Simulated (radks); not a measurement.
Values are calculated unless marked as measured or tabulated.
Problem. Species: Sr II. Configuration: [Kr] 5s1. Level of theory: scalar-relativistic Kohn-Sham, r2SCAN, spin-polarised, spherical densities, finite nucleus; open shells are filled with parallel spins first (spin-orbit coupling, left out, can overturn this in heavy ions); meta-GGA in the generalised Kohn-Sham scheme; Fermi nuclear charge, rms radius 4.224 fm (a radial shooting solver on a logarithmic mesh with Libxc functionals). Some entries of the table are withheld. Estimate them.

| orbital | occ. | eigenvalue (hartree) | <r^2> (bohr^2) | <r> (bohr) |
|---|---|---|---|---|
| 1s up | 1 | -587.3375 | 0.002068 | 0.03917 |
| 1s down | 1 | -587.3370 | 0.002068 | 0.03917 |
| 2s up | 1 | -80.12688 | 0.03502 | 0.1723 |
| 2s down | 1 | -80.12657 | 0.03502 | 0.1723 |
| 2p up | 3 | -71.13848 | 0.02766 | 0.1504 |
| 2p down | 3 | -71.13811 | 0.02766 | 0.1504 |
| 3s up | 1 | -12.77152 | 0.2766 | 0.4909 |
| 3s down | 1 | -12.77072 | 0.2765 | 0.4909 |
| 3p up | 3 | -9.83808 | 0.2892 | 0.4977 |
| 3p down | 3 | -9.83720 | 0.2891 | 0.4977 |
| 3d up | 5 | -5.01340 | 0.3027 | 0.4983 |
| 3d down | 5 | -5.01236 | 0.3026 | 0.4982 |
| 4s up | 1 | -1.78510 | 2.099 | 1.359 |
| 4s down | 1 | -1.78200 | 2.103 | 1.361 |
| 4p up | 3 | -1.09642 | 2.815 | 1.563 |
| 4p down | 3 | -1.09281 | 2.777 | 1.555 |
| 5s up | 1 | (1) | 17.16 | (2) |
| 4d up | 0 | -0.24622 | 10.19 | 2.883 |
| 5p up | 0 | -0.20646 | 24.93 | 4.715 |

Solution. 
(1) 5s up eigenvalue (hartree): -0.32201
(2) 5s up <r> (bohr): 3.914
